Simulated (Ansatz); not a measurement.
Start from `C[S][Al]([NH2])[F]` and change one atom or group to get `N[SiH2][Al]([NH2])[F]`.

Ansatz, PBE0-D4/def2-TZVP geometries, multiplicity 1. Each molecule was computed in one conformer, which needn't be the lowest.

```tsv
property	`C[S][Al]([NH2])[F]`
LUMO energy (B3LYP/def2-TZVPP) / eV	-0.59
HOMO energy (B3LYP/def2-TZVPP) / eV	-6.78
LUMO energy (ωB97M-V/def2-TZVPP) / eV	1.26
HOMO energy (ωB97M-V/def2-TZVPP) / eV	-9.21
HOMO–LUMO gap (PBE0/def2-TZVPP) / eV	6.73
HOMO–LUMO gap (PBE/def2-TZVPP) / eV	4.66
```

Q: Give the same properties after the change, and the shifts. (Best estimate.)

A: Computed: 
```
                             property  `N[SiH2][Al]([NH2])[F]`  shift
  LUMO energy (B3LYP/def2-TZVPP) / eV                    -0.99  -0.40
  HOMO energy (B3LYP/def2-TZVPP) / eV                    -7.05  -0.27
LUMO energy (ωB97M-V/def2-TZVPP) / eV                     0.84  -0.42
HOMO energy (ωB97M-V/def2-TZVPP) / eV                    -9.44  -0.23
 HOMO–LUMO gap (PBE0/def2-TZVPP) / eV                     6.45  -0.28
  HOMO–LUMO gap (PBE/def2-TZVPP) / eV                     4.38  -0.28
```

With PBE0 the HOMO falls by 0.23 eV and the LUMO falls by 0.52 eV, so the gap narrows by about 0.29 eV. PBE moves the HOMO by -0.15 eV and ωB97M-V by -0.23 eV.

B3LYP here is the variant with VWN-RPA as its local correlation; programs differ in this.
